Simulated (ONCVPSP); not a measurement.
## What one change does to a pseudopotential (oxygen (O), ONCV)

- Element: O
- Generator: ONCVPSP 4.0.1
- Type: optimised norm-conserving Vanderbilt (ONCV)
- Functional: LDA (Perdew-Wang 92)
- Relativity: scalar-relativistic
- Frozen core: [He]
- Valence charge: 6
- Reference configuration: 2s2 2p4
- Partial waves: 2s: rc 1.00 bohr, ncon 3, nbas 6, qcut 7 1/bohr, 2 projectors, debl 1 Ha; 2p: rc 2.15 bohr, ncon 4, nbas 7, qcut 5.9 1/bohr, 2 projectors, debl 1.2 Ha; d scattering state at 0.02 Ha: rc 2.00 bohr, ncon 5, nbas 8, qcut 4.7 1/bohr, 2 projectors, debl 3.5 Ha
- Local potential: polynomial inside 0.95 bohr (lpopt 5, dvloc0 4 Ha)
- Core correction: Teter function, fcfact 2.75, rcfact 1.15

Change: s: qcut 5.6; p: qcut 4.7; d: qcut 3.7.

Cutoffs: the cutoffs (Ha) at which the residual kinetic energy of the hardest occupied pseudo-wave falls to 1 and 0.1 mHa per electron; they do not see the model core or the augmentation charge, which bear on the density cutoff. Errors are all-electron minus pseudo energies relative to the spin-unpolarised reference configuration.

**Question.** What does the change do?

**Answer.** Of the 4 tests that both files solve, the error grows in 4 and shrinks in 0 by more than 15 % and 0.3 meV (median size 696.5 → 948.2 meV); neither file shows a bound ghost.

| quantity | base | changed |
| --- | --- | --- |
| cutoffs, loose and tight | 27 Ha, 91 Ha | not determined |
| bound ghosts | none | none |
| GHOST(+) flags under 300 eV | none | none |
| error for 2s2 2p3, meV [ΔE 16.58 eV] | +179 | +250 |
| error for 2s2 2p2, meV [ΔE 50.30 eV] | +1214 | +1646 |
| error for 2s2 2p1, meV [ΔE 104.27 eV] | +4054 | +5388 |
| error for 2s2 2p3.5, meV [ΔE 6.37 eV] | +32 | +45 |
| s: phases at 1.01 bohr within 0.05 rad from the reference energy up to (Ha; the scan ends near 5) | to the end of the scan | to the end of the scan |
| p: phases at 2.18 bohr within 0.05 rad from the reference energy up to (Ha; the scan ends near 5) | 4.3 | 4.2 |
| d: phases at 2.03 bohr within 0.05 rad from the reference energy up to (Ha; the scan ends near 5) | to the end of the scan | to the end of the scan |
| rms error of d²Exc/dni dnj with the model core, mHa | 0.80 | 1.20 |

Changed file: These tests converged, but a pseudo level misses the all-electron one widely, so the file describes the atom poorly there or has found another state: 2s2 2p1: 2p by 5.4 eV.
